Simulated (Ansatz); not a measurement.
`BCS` and `B[CH2][GaH2]` differ in one atom or group.

Ansatz, PBE0-D4/def2-TZVP geometries, multiplicity 1. Each molecule was computed in one conformer, which needn't be the lowest.

Scalar relativity is left out up to krypton.

| property | `BCS` |
| --- | --- |
| zero-point energy (PBE0-D4/def2-TZVP) / kJ/mol | 146.3 |
| LUMO energy (B3LYP/def2-TZVPP) / eV | -1.92 |
| HOMO–LUMO gap (PBE0/def2-TZVPP) / eV | 5.13 |
| HOMO energy (PBE0/def2-TZVPP) / eV | -6.81 |
| HOMO–LUMO gap (PBE/def2-TZVPP) / eV | 2.85 |
| HOMO energy (B3LYP/def2-TZVPP) / eV | -6.56 |

(1) Give the same properties after the change, and the shifts. (An estimate is asked.)

Answers

(1) Computed: 
| property | `B[CH2][GaH2]` | shift |
| --- | --- | --- |
| zero-point energy (PBE0-D4/def2-TZVP) / kJ/mol | 157.9 | 11.6 |
| LUMO energy (B3LYP/def2-TZVPP) / eV | -2.40 | -0.48 |
| HOMO–LUMO gap (PBE0/def2-TZVPP) / eV | 6.07 | 0.94 |
| HOMO energy (PBE0/def2-TZVPP) / eV | -8.22 | -1.41 |
| HOMO–LUMO gap (PBE/def2-TZVPP) / eV | 4.10 | 1.25 |
| HOMO energy (B3LYP/def2-TZVPP) / eV | -7.99 | -1.43 |

With PBE0 the HOMO falls by 1.41 eV and the LUMO falls by 0.46 eV, so the gap widens by about 0.95 eV. PBE moves the HOMO by -1.53 eV and ωB97M-V by -1.32 eV. The zero-point energy changes by 11.6 kJ/mol with +3 modes.

B3LYP here is the variant with VWN-RPA as its local correlation; programs differ in this.
